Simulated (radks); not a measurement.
Results of a calculation; reference values are marked as such.
Task: Sm50+, configuration [Ne] 3s2. Code: a radial shooting solver on a logarithmic mesh with Libxc functionals. Model: non-relativistic Kohn-Sham, LDA (Slater exchange, Perdew-Wang correlation), spin-unpolarised, spherical densities, point nucleus; relativity is left out, which matters for an element this heavy. Some entries of the table are withheld. Estimate them.

| orbital | occ. | eigenvalue (hartree) | r(max) (bohr) | <1/r> (bohr^-1) |
|---|---|---|---|---|
| 1s | 2 | -1749.408 | 0.01623 | (1) |
| 2s | 2 | -379.7838 | 0.08829 | 14.51 |
| 2p | 6 | (2) | (3) | (4) |
| 3s | 2 | (5) | (6) | 6.123 |

Result: 
(1) 1s <1/r> (bohr^-1): 61.44
(2) 2p eigenvalue (hartree): -368.9521
(3) 2p r(max) (bohr): 0.06864
(4) 2p <1/r> (bohr^-1): 14.49
(5) 3s eigenvalue (hartree): -157.6018
(6) 3s r(max) (bohr): 0.2310
